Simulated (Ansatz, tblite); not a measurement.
Cost and result up the ladder for the cluster GeTe₂⁻ (the lowest doublet isomer of a short search) (3 atoms). Total charge -1; doublet. Geometry: r2SCAN-D4/def2-TZVPD.

```xyz
3

Ge    0.312    0.606    0.016
Te    1.788   -1.291   -0.513
Te   -2.100    0.685    0.497
```

Ansatz on 4 threads of Arm Neoverse N1 on a shared host; xTB runs through tblite on one thread. Times are rough, summed over both states, and most runs start from the orbitals of an earlier one. PBE-QIDH/def2-TZVPD serves as the yardstick here, not as an exact answer. Differences are given only for rows in sets of like size (and for xTB, whose basis is part of the method), since another set adds its own error. The other state is a quartet at its own geometry.

In the def2 sets Te takes a core potential, while STO-3G treats all electrons; there is no spin–orbit coupling. The xTB rows come from tblite. LC-ωPBE has ω = 0.4 bohr⁻¹. Correlated methods freeze 17 core orbitals; core or outer-core shells of Ge, Te are correlated, in sets that lack core-valence functions. The rows differ in basis, and correlated rows in double-zeta sets carry the largest basis error. In CCSD on the charge -1 quartet the largest single amplitude is 0.23, so its Hartree–Fock determinant may place the open shell otherwise than the density functionals do. The structure comes from a short search, and lower isomers may exist.

Correlated methods converge slowly with the basis, most of all in double-zeta sets.

xTB has no spin-polarisation term.

```
                             level  functions  wall time  quartet − doublet (eV)  difference from PBE-QIDH/def2-TZVPD (eV)                                               remarks
                          GFN2-xTB         27    0.009 s                    2.18                                      0.37                                                     –
                         HF/STO-3G         72      4.1 s                    1.31                                         –  HOMO above zero (doublet), HOMO above zero (quartet)
                 PBE-D4/def2-TZVPD        172       11 s                    1.74                                     -0.07                             HOMO above zero (quartet)
                BLYP-D4/def2-TZVPD        172       14 s                    1.76                                     -0.05                             HOMO above zero (quartet)
                    MP2/def2-TZVPD        172       18 s                    2.08                                      0.26                                                     –
                PBE0-D4/def2-TZVPD        172       19 s                    1.70                                     -0.12                             HOMO above zero (quartet)
                RPA@PBE/def2-TZVPD        172       23 s                    1.72                                     -0.10                                                     –
                LC-ωPBE/def2-TZVPD        172       25 s                    1.57                                     -0.24                                                     –
r2SCAN-D4/def2-TZVPD (with forces)        172       26 s                    1.69                                     -0.12                             HOMO above zero (quartet)
             r2SCANh-D4/def2-TZVPD        172       31 s                    1.67                                     -0.15                             HOMO above zero (quartet)
               PBE-QIDH/def2-TZVPD        172       31 s                    1.81                                      0.00                                                     –
               BHLYP-D4/def2-TZVPD        172       34 s                    1.65                                     -0.16                                                     –
                 CCSD(T)/def2-SVPD        108       51 s                    1.74                                         –                                                     –
```
